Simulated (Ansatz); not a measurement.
One change: `[SiH3][Si]1(P)CC1` becomes `C[Si]1([SiH3])CC1`.

Ansatz, PBE0-D4/def2-TZVP geometries, multiplicity 1. Each molecule was computed in one conformer, which needn't be the lowest.

```json
{"property": "LUMO energy (PBE/def2-TZVPP) / eV", "`[SiH3][Si]1(P)CC1`": "-1.13"}
{"property": "size of the dipole moment (PBE/def2-TZVPP) / D", "`[SiH3][Si]1(P)CC1`": "0.88"}
{"property": "LUMO energy (PBE0/def2-TZVPP) / eV", "`[SiH3][Si]1(P)CC1`": "-0.32"}
{"property": "ideal-gas entropy at 298 K and 1 bar (rigid rotor, harmonic PBE0-D4/def2-TZVP) / J/(mol·K)", "`[SiH3][Si]1(P)CC1`": "391"}
{"property": "size of the dipole moment (ωB97M-V/def2-TZVPP) / D", "`[SiH3][Si]1(P)CC1`": "0.66"}
{"property": "HOMO energy (PBE0/def2-TZVPP) / eV", "`[SiH3][Si]1(P)CC1`": "-6.73"}
```

Task: What does the change do to each property? (Best estimate.)

Result: Ansatz gave: 
| property | `C[Si]1([SiH3])CC1` | shift |
| --- | --- | --- |
| LUMO energy (PBE/def2-TZVPP) / eV | -0.68 | 0.45 |
| size of the dipole moment (PBE/def2-TZVPP) / D | 0.99 | 0.11 |
| LUMO energy (PBE0/def2-TZVPP) / eV | 0.13 | 0.45 |
| ideal-gas entropy at 298 K and 1 bar (rigid rotor, harmonic PBE0-D4/def2-TZVP) / J/(mol·K) | 374 | -17 |
| size of the dipole moment (ωB97M-V/def2-TZVPP) / D | 0.96 | 0.30 |
| HOMO energy (PBE0/def2-TZVPP) / eV | -6.64 | 0.09 |

With PBE0 the HOMO rises by 0.09 eV and the LUMO rises by 0.45 eV, so the gap widens by about 0.36 eV. PBE moves the HOMO by 0.12 eV and ωB97M-V by 0.04 eV. The zero-point energy changes by 49.0 kJ/mol with +3 modes. Dipoles are sizes alone; their direction can turn.

Positive LUMOs are unbound, so they and the gaps depend on the basis.
